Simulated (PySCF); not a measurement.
# How the method changes the constants of BeF

State: ²Σ⁺ (doublet), unpaired electrons σ ↑. Set-up: PySCF, no relativity, basis sets Be pcseg-2, F pcseg-2. De refers to Be + F in their high-spin ground configurations, without counterpoise correction. The functionals are run spin-unrestricted. A positive dipole means Be(−)F(+).

```tsv
Level	Re (Å)	ωe (cm⁻¹)	De (eV)	μ (D)	CPU s a point (SCF and correlation, without the integrals)
UHF	1.357	1312	4.92	-1.32	0.07
UHF-MP2	1.374	1245	6.44	n/a	0.12
UHF-SCS-MP2	1.373	1246	6.14	n/a	n/a
UHF-CCSD	1.368	1265	5.64	n/a	n/a
UHF-CCSD(T)	1.370	1255	5.75	n/a	2.9
PBE	1.380	1222	6.31	-1.14	0.35
r²SCAN	1.372	1252	6.31	-1.19	0.53
TPSSh	1.374	1242	5.98	-1.18	0.59
r²SCANh	1.369	1263	6.21	-1.21	0.55
PBE0	1.368	1263	6.06	-1.20	0.5
r²SCAN0	1.364	1278	6.07	-1.25	0.58
CAM-B3LYP	1.366	1267	6.17	-1.23	0.53
```

The bond length runs from 1.357 Å (UHF) to 1.380 Å (PBE). De spans 4.92 eV (UHF, mean field) to 6.44 eV (UHF-MP2, perturbation theory). Correlation at CCSD(T) changes the Hartree–Fock bond energy by +0.83 eV; the triples alone change it by +0.11 eV.

Correlated steps freeze 1 core orbital. The state is the lowest determinant that a PBE0 search found; another state may lie lower at other levels.

The whole job (state search and all levels along the bond) took about 1.2 min on 1 thread of Arm Neoverse V2 (shared host), peak memory 0.54 GiB.
